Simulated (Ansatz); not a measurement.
`NB(Cl)Br` + H₂ → `ClBBr` + NH₃ at 700 K and 1 bar (hydrogenolysis of a B–N bond).

Program: Ansatz. Geometries: PBE0-D4/def2-TZVP. ΔE: electronic, gas phase. CBS: MP2 limit from def2 TZ/QZ plus the TZ coupled-cluster correction, frozen cores. This one scheme is used for every species. For Br outer-core shells are correlated without core-valence functions, which leaves a few kJ/mol of doubt a bond. Scalar relativity is left out up to krypton. Each species was taken in one conformer, which may not be the lowest.

```json
{"species": "`NB(Cl)Br`", "CCSD(T)/CBS energy (Eh)": "-3113.92934", "H − E (kJ/mol)": "139.2", "S (J/(mol·K))": "386.1"}
{"species": "H₂", "CCSD(T)/CBS energy (Eh)": "-1.17544", "H − E (kJ/mol)": "46.8", "S (J/(mol·K))": "155.3"}
{"species": "`ClBBr`", "CCSD(T)/CBS energy (Eh)": "-3058.55678", "H − E (kJ/mol)": "74.5", "S (J/(mol·K))": "336.7"}
{"species": "NH₃", "CCSD(T)/CBS energy (Eh)": "-56.50880", "H − E (kJ/mol)": "116.9", "S (J/(mol·K))": "226.5"}
```

H − E and S are ideal-gas, rigid-rotor, harmonic terms from PBE0-D4/def2-TZVP, for one conformer and one mirror image of each species. The MP2-based limit puts H₂ 0.8 mEh under its directly extrapolated value; such offsets cancel only in part. 1 Eh = 2625.50 kJ/mol, R = 8.31446 J/(mol·K).

By hand: ΔE, ΔH, ΔS and ΔG.

ΔE = (-3058.55678) + (-56.50880) − (-3113.92934) − (-1.17544) = 0.03920 Eh = 102.9 kJ/mol. Δ(H − E) = 74.5 + 116.9 − 139.2 − 46.8 = 5.4, so ΔH = 108.3 kJ/mol. ΔS = 336.7 + 226.5 − 386.1 − 155.3 = 21.8 J/(mol·K). ΔG = 108.3 − 700 × (21.8)/1000 = 93.0 kJ/mol.

By hand: the equilibrium constant, and the temperature at which ΔG would vanish if ΔH and ΔS stayed fixed.

log₁₀ K = −ΔG/(RT ln 10) = -6.9. ΔG = 0 at ΔH/ΔS = 4968 K, far beyond where these terms or the molecules hold.

ΔH outweighs TΔS. A doubt of 5 kJ/mol in ΔE shifts log₁₀ K by 0.4 here. Other conformers and mirror images would add mixing entropy, several J/(mol·K) or more a flexible species. These are equilibria of isolated gas molecules and say nothing of rates. Largest T1 diagnostic: 0.010 (customary marks: 0.02 for closed shells, 0.045 for open ones).
